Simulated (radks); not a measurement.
Removal energies from neutral rhenium, [Xe] 4f14 5d5 6s2, by Delta-SCF beside the eigenvalue of the level emptied. Method: scalar-relativistic Kohn-Sham, LDA (Slater exchange, Perdew-Wang correlation), spin-polarised, spherical densities, finite nucleus; Fermi nuclear charge, rms radius of each element as measured or else 0.836 A^(1/3) + 0.57 fm; computed with a radial shooting solver on a logarithmic mesh with Libxc functionals. Open shells are filled with parallel spins first.

removed from             final configuration  Delta-SCF (eV)  -eigenvalue (eV)
6s                         [Xe] 4f14 5d5 6s1           8.142             5.171
5d                         [Xe] 4f14 5d4 6s2          11.125             6.500
5p            [Kr] 4d10 4f14 5s2 5p5 5d5 6s2          51.120            45.545
4f                         [Xe] 4f13 5d5 6s2          51.798            41.913
